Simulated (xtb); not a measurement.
xtb input (GFN1-xTB):

```bash
xtb mol.xyz --gfn 1 --sp --chrg 0 --uhf 0
```
mol.xyz:
```
13

C     -2.62452815    -0.16960967     1.17374468
C     -1.48294593     0.74248390     0.72649436
C     -0.14734455     0.02515648     0.57200196
Se    -0.31196654    -1.40527612    -0.80030585
Se     1.34866768     1.26516943     0.22814430
H     -3.53009172     0.41429125     1.34479522
H     -2.37489107    -0.68421824     2.10403878
H     -2.85697393    -0.92960062     0.42628859
H     -1.73810056     1.22949910    -0.21806783
H     -1.34206395     1.54029737     1.45922685
H      0.13667023    -0.45685268     1.50610199
H      1.13639119    -1.62581490    -0.91161488
H      0.85013327     1.68784220    -1.09072203
```

End of the output:

```
         :::::::::::::::::::::::::::::::::::::::::::::::::::::
         ::                     SUMMARY                     ::
         :::::::::::::::::::::::::::::::::::::::::::::::::::::
         :: total energy             -17.345812839334 Eh    ::
         :: gradient norm              0.023424108024 Eh/a0 ::
         :: HOMO-LUMO gap              4.319933670330 eV    ::
         ::.................................................::
         :: SCC energy               -17.482359617470 Eh    ::
         :: -> electrostatic           0.000389930404 Eh    ::
         :: repulsion energy           0.142325501857 Eh    ::
         :: dispersion energy         -0.005778723722 Eh    ::
         :: halogen bond corr.         0.000000000000 Eh    ::
         :: add. restraining           0.000000000000 Eh    ::
         :: total charge              -0.000000000000 e     ::
         :::::::::::::::::::::::::::::::::::::::::::::::::::::

           -------------------------------------------------
          |                Property Printout                |
           -------------------------------------------------

    * Orbital Energies and Occupations

         #    Occupation            Energy/Eh            Energy/eV
      -------------------------------------------------------------
         1        2.0000           -0.8686808             -23.6380
       ...           ...                  ...                  ...
         4        2.0000           -0.6174826             -16.8026
         5        2.0000           -0.5912636             -16.0891
         6        2.0000           -0.5501943             -14.9715
         7        2.0000           -0.5292294             -14.4011
         8        2.0000           -0.5132585             -13.9665
         9        2.0000           -0.4996350             -13.5958
        10        2.0000           -0.4913940             -13.3715
        11        2.0000           -0.4843593             -13.1801
        12        2.0000           -0.4715690             -12.8320
        13        2.0000           -0.4578924             -12.4599
        14        2.0000           -0.4385820             -11.9344
        15        2.0000           -0.3793865             -10.3236
        16        2.0000           -0.3685378             -10.0284 (HOMO)
        17                         -0.2097832              -5.7085 (LUMO)
Note: The following floating-point exceptions are signalling: IEEE_DENORMAL
normal termination of xtb
        18                         -0.1768957              -4.8136
        19                         -0.1476492              -4.0177
        20                         -0.1366999              -3.7198
        21                         -0.1161370              -3.1602
        22                         -0.1010241              -2.7490
        23                         -0.0812356              -2.2105
        24                         -0.0740299              -2.0145
        25                         -0.0633019              -1.7225
        26                         -0.0537464              -1.4625
        27                         -0.0469810              -1.2784
       ...                                ...                  ...
        46                          0.6266290              17.0514
      -------------------------------------------------------------
                  HL-Gap            0.1587546 Eh            4.3199 eV
             Fermi-level           -0.2891605 Eh           -7.8685 eV

  Mulliken/CM5 charges         n(s)   n(p)   n(d)
     1C    -0.08392 -0.23444   1.006  3.077  0.000
     2C    -0.04378 -0.15312   1.031  3.013  0.000
     3C    -0.02404 -0.09137   1.121  2.903  0.000
     4Se   -0.02462 -0.07602   1.945  4.118 -0.038
     5Se   -0.01726 -0.06850   1.945  4.109 -0.037
     6H     0.02772  0.07891   0.972  0.000  0.000
     7H     0.02638  0.07813   0.974  0.000  0.000
     8H     0.02583  0.07881   0.974  0.000  0.000
     9H     0.01741  0.07351   0.983  0.000  0.000
    10H     0.02029  0.07624   0.980  0.000  0.000
    11H     0.01160  0.07131   0.988  0.000  0.000
    12H     0.03095  0.08218   0.969  0.000  0.000
    13H     0.03346  0.08435   0.967  0.000  0.000

Wiberg/Mayer (AO) data.
largest (>0.10) Wiberg bond orders for each atom

 ---------------------------------------------------------------------------
     #   Z sym  total        # sym  WBO       # sym  WBO       # sym  WBO
 ---------------------------------------------------------------------------
     1   6 C    3.997 --     2 C    1.012     8 H    0.988     7 H    0.987
                             6 H    0.986
     2   6 C    3.997 --     3 C    1.028     1 C    1.012     9 H    0.981
                            10 H    0.976
     3   6 C    3.972 --     2 C    1.028    11 H    1.002     5 Se   0.967
                             4 Se   0.956
     4  34 Se   1.998 --    12 H    0.993     3 C    0.956
     5  34 Se   2.021 --    13 H    0.992     3 C    0.967
     6   1 H    1.006 --     1 C    0.986
     7   1 H    1.005 --     1 C    0.987
     8   1 H    1.009 --     1 C    0.988
     9   1 H    1.014 --     2 C    0.981
    10   1 H    1.018 --     2 C    0.976
    11   1 H    1.020 --     3 C    1.002
    12   1 H    1.017 --     4 Se   0.993
    13   1 H    1.012 --     5 Se   0.992
 ---------------------------------------------------------------------------

Topologies differ in total number of bonds
Writing topology from bond orders to xtbtopo.mol

 dipole moment from electron density (au)
     X       Y       Z
  -0.0482   0.0515   0.1070  total (Debye):    0.326

           -------------------------------------------------
          | TOTAL ENERGY              -17.345812839334 Eh   |
          | GRADIENT NORM               0.023424108024 Eh/α |
          | HOMO-LUMO GAP               4.319933670330 eV   |
           -------------------------------------------------

------------------------------------------------------------------------
------------------------------------------------------------------------
 total:
 SCF:
```
